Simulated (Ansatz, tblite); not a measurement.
Spin states of the cluster Li₂Al₂⁻ (the lowest doublet isomer of a short search), each relaxed with PBE-D4/def2-TZVPD in Ansatz. Electronic energies in the gas phase.

The xTB rows come from tblite. LC-ωPBE has ω = 0.4 bohr⁻¹. Correlated methods freeze 10 core orbitals; core or outer-core shells of Li are correlated, in sets that lack core-valence functions. The structure comes from a short search, and lower isomers may exist.

Doublet geometry (C2v within 0.1 Å):

```tsv
atom	x (Å)	y (Å)	z (Å)
Li1	-0.405	0.460	-1.681
Li2	-1.320	-0.690	0.991
Al3	0.553	1.267	0.735
Al4	1.172	-1.037	-0.045
```

Quartet geometry (C2v within 0.1 Å):

```xyz
4

Li    0.331    1.027   -1.440
Li   -0.591   -1.470   -0.853
Al   -1.061    0.672    1.195
Al    1.321   -0.229    1.098
```

⟨S²⟩: doublet 0.77 at PBE0-D4/def2-TZVPD (pure 0.75), quartet 3.76 at PBE0-D4/def2-TZVPD (pure 3.75).

Run but left out: HF/STO-3G, HF/def2-TZVPD, HF/def2-TZVPPD, MP2/def2-TZVPD, MP2/def2-TZVPPD, CCSD/def2-TZVPPD, CCSD(T)/def2-TZVPPD (doublet: ⟨S²⟩ 1.36 to 1.82, where a pure state has 0.75).

Only these spin states were relaxed. The quartet has other bonds than the doublet, so the gap mixes isomer and spin.

```tsv
level	quartet − doublet (kcal/mol)	lowest of these	remarks
r2SCANh-D4/def2-TZVPD	18.8	doublet	HOMO above zero (doublet), HOMO above zero (quartet), spin-contaminated (⟨S²⟩ 0.83) (doublet)
r2SCAN0-D4/def2-TZVPD	18.1	doublet	HOMO above zero (quartet), spin-contaminated (⟨S²⟩ 0.84) (doublet)
BHLYP-D4/def2-TZVPD	16.9	doublet	HOMO above zero (quartet)
LC-ωPBE/def2-TZVPD	15.1	doublet	spin-contaminated (⟨S²⟩ 0.90) (doublet)
```

(1) Estimate the rows for GFN1-xTB, GFN2-xTB, PBE0-D4/def2-TZVPD, RPA@PBE/def2-TZVPD.

## Answers

(1) 
```json
{"level": "GFN1-xTB", "quartet − doublet (kcal/mol)": "45.7", "lowest of these": "doublet", "remarks": "–"}
{"level": "GFN2-xTB", "quartet − doublet (kcal/mol)": "25.6", "lowest of these": "doublet", "remarks": "–"}
{"level": "PBE0-D4/def2-TZVPD", "quartet − doublet (kcal/mol)": "17.8", "lowest of these": "doublet", "remarks": "HOMO above zero (quartet)"}
{"level": "RPA@PBE/def2-TZVPD", "quartet − doublet (kcal/mol)": "19.7", "lowest of these": "doublet", "remarks": "–"}
```

The xTB methods have no term that favours high spin, so they put low spin too low.
